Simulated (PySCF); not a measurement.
AlH4NO, SMILES [NH2][AlH][OH]. Atoms are numbered in the order given.

```xyz
7

Al    -0.4671    -0.0493     0.0000
H     -2.0424    -0.1222     0.0000
O      0.5195    -1.4401     0.0000
H      0.1624    -2.3305     0.0000
N      0.3625     1.5104     0.0000
H      1.3640     1.6378     0.0000
H     -0.1050     2.4048     0.0000
```
Charge 0, spin multiplicity 1.

Geometry: TPSSh-D3(BJ)/def2-TZVP. The values are those of a single conformer.

These are TPSSh-D3(BJ)/def2-TZVP in PySCF 2.14.0 values and carry that method's errors.

Frequencies are harmonic and unscaled.

```csv
mode,ν (cm⁻¹),IR (km/mol),Raman (Å⁴/amu),depolarisation,moving atoms (share of kinetic energy)
1,211,6.5,1.0,0.75,"O 29 %, H 27 %, Al 25 %, N 19 %"
2,284,42.1,0.0,–,"H 89 %, O 9 %"
3,372,0.0,0.2,0.75,"H 89 %, Al 9 %"
4,387,277.1,2.2,0.75,"H 77 %, N 19 %"
5,516,74.3,1.2,0.75,"H 87 %, Al 11 %"
6,539,122.1,2.0,0.75,H 93 %
7,658,135.6,0.9,0.62,"H 76 %, O 12 %, N 10 %"
8,711,38.3,6.0,0.28,"H 67 %, O 22 %, N 10 %"
9,770,69.8,14.6,0.08,"N 38 %, Al 25 %, H 20 %, O 18 %"
10,904,193.0,2.5,0.54,"Al 49 %, O 21 %, N 16 %, H 15 %"
11,1577,49.6,1.8,0.50,"H 90 %, N 10 %"
12,1960,163.2,123.8,0.11,H 96 %
13,3564,17.1,136.4,0.10,H 96 %
14,3650,21.2,67.3,0.75,"H 92 %, N 8 %"
15,3897,69.6,91.0,0.23,H 94 %
```
